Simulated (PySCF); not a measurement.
3-silylprop-2-yn-1-amine (C3H7NSi), SMILES NCC#C[SiH3]. Atoms are numbered in the order given.

```xyz
12

N     -2.7453     0.9749     0.2263
C     -2.1168    -0.3084    -0.0232
C     -0.6504    -0.3041    -0.0460
C      0.5685    -0.2466    -0.0548
Si     2.3939    -0.1757    -0.0716
H     -2.4504     1.6464    -0.4804
H     -2.4246     1.3483     1.1179
H     -2.4564    -1.0296     0.7399
H     -2.4841    -0.7080    -0.9840
H      2.9101     0.0610     1.3091
H      2.9473    -1.4641    -0.5834
H      2.8528     0.9361    -0.9563
```

Geometry: PBE0-D3(BJ)/def2-SVP. One conformer was computed; it need not be the lowest.

Calculation: PBE/pcSseg-1 (PySCF).

GIAO shieldings, no solvent; atoms alike by connectivity are averaged. δ = σ(ref) − σ: ¹⁵N against NH3 (σ = 267.0 ppm); ¹³C against TMS (σ = 182.0 ppm); ²⁹Si against TMS (σ = 335.4 ppm); ¹H against TMS (σ = 31.49 ppm), references at their B3LYP-D3(BJ)/def2-TZVP geometries, non-relativistic.

```csv
nucleus,atoms,count,δ (ppm)
¹⁵N,N1,1,47.5
¹³C,C3,1,120.9
¹³C,C4,1,78.7
¹³C,C2,1,39.7
²⁹Si,Si5,1,-102.1
¹H,"H10, H11, H12",3,4.55
¹H,"H8, H9",2,3.84
¹H,"H6, H7",2,0.65
```
